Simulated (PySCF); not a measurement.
CH6AlFGe. Atoms are numbered in the order given.

```xyz
10

Al     0.3074     0.5162    -0.8771
F      1.9207     0.3678    -1.3003
Ge    -0.3674    -0.6932     1.1647
H     -0.1204    -2.2116     1.0422
H      0.4187    -0.2140     2.4033
H     -1.8668    -0.5025     1.4786
C     -0.8116     1.6020    -2.0370
H     -1.8411     1.7105    -1.6625
H     -0.8630     1.1569    -3.0455
H     -0.3819     2.6105    -2.1596
```

Geometry: PBE0-D3(BJ)/def2-SVP.

All values below come from r2SCAN/def2-TZVP (PySCF).

Gas-phase values at a fixed geometry.

The total energy is -2461.04082 hartree. The highest occupied level is -6.74 eV and the lowest empty level is -1.90 eV. The orbital gap is 4.85 eV, the dipole moment comes out as 1.77 D and the quadrupole, principal values (traceless, Buckingham form, about the centre of nuclear charge) comes out as -8.77, 1.73, 7.03 D·Å. The mean static polarisability is 73.1 bohr³ (10.83 Å³). The polarisability, principal values is 61.8, 66.0, 91.4 bohr³.
